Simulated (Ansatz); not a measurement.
Relaxation of C2H5FOSe (10 atoms, charge 0, multiplicity 1), to a largest force component of 0.02 eV/Å in at most 50 steps.

Computed with Ansatz, RKS B3LYP-D4/def2-SVP.

```xyz
10
Properties=species:S:1:pos:R:3
C -0.708 0.191 1.230
O -0.479 0.560 -0.126
C 0.255 -0.466 -0.729
F -0.429 -1.570 -0.947
Se 0.970 0.155 -2.441
H -1.392 1.052 1.649
H -1.294 -0.717 1.300
H 0.216 0.204 1.815
H -0.358 1.330 -0.736
H 1.775 1.272 -1.702
```

Problem. Where does it end, and by what steps?

Solution. It converged. After 12 steps the energy has fallen by 2.448 eV; C3 moved furthest, 0.79 Å. Parted: O2–C3.

| step | energy less start (eV) | largest force component (eV/Å) | accepted |
| --- | --- | --- | --- |
| 0 | 0.0000 | 6.338 | yes |
| 1 | -1.3159 | 1.926 | yes |
| 2 | -1.7202 | 1.250 | yes |
| 3 | -1.9222 | 1.247 | yes |
| 4 | -2.0605 | 1.348 | yes |
| 5 | -2.2592 | 0.615 | yes |
| 6 | -2.3554 | 0.932 | yes |
| 7 | -2.4138 | 0.435 | yes |
| 8 | -2.4296 | 0.294 | yes |
| 9 | -2.4433 | 0.227 | yes |
| 10 | -2.4466 | 0.083 | yes |
| 11 | -2.4474 | 0.025 | yes |
| 12 | -2.4475 | 0.011 | yes |

```xyz
10
Properties=species:S:1:pos:R:3
C -0.904 0.411 1.394
O -1.205 0.448 0.015
C 0.782 -0.893 -1.136
F -0.102 -1.740 -1.583
Se 1.099 0.393 -2.563
H -1.302 1.290 1.937
H -1.385 -0.486 1.812
H 0.182 0.332 1.588
H -0.775 1.220 -0.375
H 2.165 1.036 -1.773
```

Whether the end is a true minimum wasn't checked by a vibrational analysis.

Time of the run: 48 s on 2 threads of Arm Neoverse V1, on a shared host, peak memory 0.28 GiB.
